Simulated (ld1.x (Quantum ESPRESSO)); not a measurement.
u(r) = r·R(r): atom against pseudo-atom (Ge)

Columns: radius, all-electron u(r) and pseudo u(r) of the 3p shell (level -119.64 eV) of germanium in the configuration [Ne] 3s2 3p6 3d10 4s2 4p1.5; LDA (PZ), scalar-relativistic, TM scheme, ld1.x (Quantum ESPRESSO) 7.5.

| r (bohr) | all-electron | pseudo |
| --- | --- | --- |
| 0.047 | 0.3870 | -0.0270 |
| 0.095 | 0.6997 | -0.1080 |
| 0.142 | 0.6430 | -0.2324 |
| 0.190 | 0.3385 | -0.3944 |
| 0.237 | -0.0533 | -0.5732 |
| 0.285 | -0.4466 | -0.7604 |
| 0.332 | -0.7729 | -0.9332 |
| 0.380 | -1.0258 | -1.0854 |
| 0.427 | -1.1946 | -1.2012 |
| 0.475 | -1.2956 | -1.2801 |
| 0.522 | -1.3376 | -1.3182 |
| 0.570 | -1.3357 | -1.3203 |
| 0.617 | -1.3018 | -1.2921 |
| 0.665 | -1.2445 | -1.2396 |
| 0.712 | -1.1742 | -1.1721 |
| 0.760 | -1.0939 | -1.0932 |
| 0.807 | -1.0115 | -1.0113 |
| 0.855 | -0.9267 | -0.9267 |
| 0.902 | -0.8455 | -0.8455 |
| 0.950 | -0.7660 | -0.7660 |
| 0.997 | -0.6924 | -0.6924 |
| 1.045 | -0.6222 | -0.6222 |
| 1.092 | -0.5587 | -0.5587 |
| 1.140 | -0.4991 | -0.4991 |
| 1.187 | -0.4458 | -0.4458 |
| 1.235 | -0.3965 | -0.3965 |

**Question.** How many radial nodes do the two functions have?

**Answer.** The all-electron 3p function has n − l − 1 = 1; the pseudo-wave has 0, since the states of the same l below it are removed with the core.

**Question.** At about which radius was the pseudo-wave matched?

**Answer.** 0.95 bohr. The columns agree to 0.0005 from 0.81 bohr on; several derivatives are matched, so the curves merge somewhat inside the radius.

**Question.** Where does each function peak?

**Answer.** Outermost all-electron maximum near 0.52 bohr, pseudo maximum near 0.57 bohr (to the table’s step).

**Question.** Is the pseudo-wave norm-conserving?

**Answer.** Yes: the TM scheme keeps the norm inside the radius equal to the all-electron one, which fixes the energy derivative of the logarithmic derivative at the level.
